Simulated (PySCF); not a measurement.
Isomers of C2H6O2SSi, one GFN2-xTB conformer each. Single-point energies are computed at PBE0/pcSseg-1 (PySCF, gas phase, no added dispersion term), electronic only.

| SMILES | GFN2-xTB relative energy (kJ/mol) |
| --- | --- |
| S[SiH]1OCCO1 | 0.0 |
| COC(=S)O[SiH3] | 146.8 |
| C[Si@@](O)(S)C=O | 259.7 |
| O=C(O)CS[SiH3] | 213.7 |
| CS[SiH2]OC=O | 120.0 |

Conformers: `[SH:1][SiH:2]1[O:3][CH2:4][CH2:5][O:6]1` with H–S1–Si2–O3 96°, S1–Si2–O3–C4 -122°, Si2–O3–C4–C5 -7°, O3–C4–C5–O6 20°, C4–C5–O6–Si2 -24°; `[CH3:1][O:2][C:3](=[S:4])[O:5][SiH3:6]` with C1–O2–C3–S4 0°, O2–C3–O5–Si6 -179°; `[CH3:1][Si@@:2]([OH:3])([SH:4])[CH:5]=[O:6]` with C1–Si2–O3–H 76°, C1–Si2–S4–H 62°, C1–Si2–C5–O6 -38°; `[O:1]=[C:2]([OH:3])[CH2:4][S:5][SiH3:6]` with O1–C2–O3–H 1°, O1–C2–C4–S5 -40°, C2–C4–S5–Si6 49°; `[CH3:1][S:2][SiH2:3][O:4][CH:5]=[O:6]` with C1–S2–Si3–O4 180°, S2–Si3–O4–C5 180°, Si3–O4–C5–O6 0°.

Question: What does PBE0/pcSseg-1 give for the same structures?

Answer: 
| SMILES | PBE0/pcSseg-1 E (Eh) | PBE0/pcSseg-1 (kJ/mol) | GFN2-xTB (kJ/mol) | point group |
| --- | --- | --- | --- | --- |
| S[SiH]1OCCO1 | -917.47526 | 0.0 | 0.0 | C1 |
| C[Si@@](O)(S)C=O | -917.45429 | 55.1 | 259.7 | C1 |
| CS[SiH2]OC=O | -917.44992 | 66.5 | 120.0 | Cs |
| O=C(O)CS[SiH3] | -917.41978 | 145.7 | 213.7 | C1 |
| COC(=S)O[SiH3] | -917.40316 | 189.3 | 146.8 | near Cs |

Both levels put the same isomer lowest; measured from each level's own lowest isomer, the values differ by up to 204.6 kJ/mol (C[Si@@](O)(S)C=O: 259.7 against 55.1). As drawn, the lowest has an S–H bond, which the highest lacks; the highest has a C=S bond, which the lowest lacks.

Question: Which frontier levels, dipoles and rotational constants go with these structures?

Answer: 
```csv
SMILES,"HOMO (eV, PBE0/pcSseg-1)",LUMO (eV),dipole (D),"A, B, C (MHz)"
S[SiH]1OCCO1,-7.71,0.18,2.66,"5441, 1611, 1417"
C[Si@@](O)(S)C=O,-6.84,-1.58,2.61,"2438, 1733, 1504"
CS[SiH2]OC=O,-7.15,-0.26,1.70,"8761, 1065, 966.4"
O=C(O)CS[SiH3],-6.93,-0.54,2.71,"4086, 1628, 1233"
COC(=S)O[SiH3],-6.86,-0.76,0.93,"4786, 1504, 1168"
```
